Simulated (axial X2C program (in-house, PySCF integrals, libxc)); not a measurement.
# Potential curves of TaH, 2c

Calculated with an axial X2C code built on PySCF integrals. Two-component (2c) means X2C with spin–orbit coupling and atomic mean-field two-electron Coulomb and Gaunt terms. Basis: Ta dyall-cv3z [13s14p9d7f4g], H dyall-v3z [6s2p1d] (cores contracted in-house); Gaussian nuclei, density fitting, unrestricted open shells. Masses: Ta 180.948 u, H 1.008 u.

State: Ω = 1 (⟨Sz⟩ = 1.98, ⟨Lz⟩ = -0.98 at HF). Energies in eV from the fragments at the same level (Ta + H). Fits are polynomials in 1 − R0/R over 0.85 to 1.23 times the lowest point R0.

```
 R (Å)  CCSD(T)
1.6134  -1.7811
1.6666  -1.9169
1.7198  -2.0002
1.7730  -2.0400
1.8351  -2.0419
1.8971  -2.0053
1.9769  -1.9150
```

Correlated methods: 6 electrons correlated (number of frozen shells: Ta 5 s, 4 p, 2 d, 1 f; H none), 248 virtual spin orbitals or spinors in MP2, 76 natural virtuals in coupled cluster.

The state is one determinant whose occupation by symmetry is held fixed; it was picked as the lowest of a PBE0 search that is not exhaustive. Dissociation energies refer to the lowest single-determinant-based atoms at the same level and basis. Coupled cluster ran in a truncated set of natural virtual spinors; the MP2 energy of the rest was added. (T) has no such correction and the atoms are truncated less, which lowers De at CCSD(T) by a hundredth of an eV or more. With several unpaired electrons one determinant need not be a pure state. The outer-core s and p shells of the metal are frozen in the correlated rows, which leaves out core–valence correlation; for alkali and alkaline-earth bonds that tends to lengthen them. Open-shell Ω = 0 determinants with evenly filled partner blocks cannot be reached by this program, so the Ω shown need not be the lowest component. With the outer-core shells frozen, correlated bond lengths of heavy atoms tend to come out a few hundredths of an ångström too long. The lowest spin-free determinant has another configuration (M_S = 2, Λ = 2), so the order of states is uncertain and this need not be the ground state. Coupled cluster ran on the points near the minimum only. MP2 and coupled cluster on one determinant become unreliable at the stretched end.

Question: Fit the CCSD(T) curve near its minimum: give the equilibrium distance, the harmonic wavenumber and the well depth.

Answer: At CCSD(T), 2c: Re = 1.806 Å, ωe ≈ 1740 cm⁻¹, De = 2.05 eV to Ta + H; Be follows as 5.16 cm⁻¹.
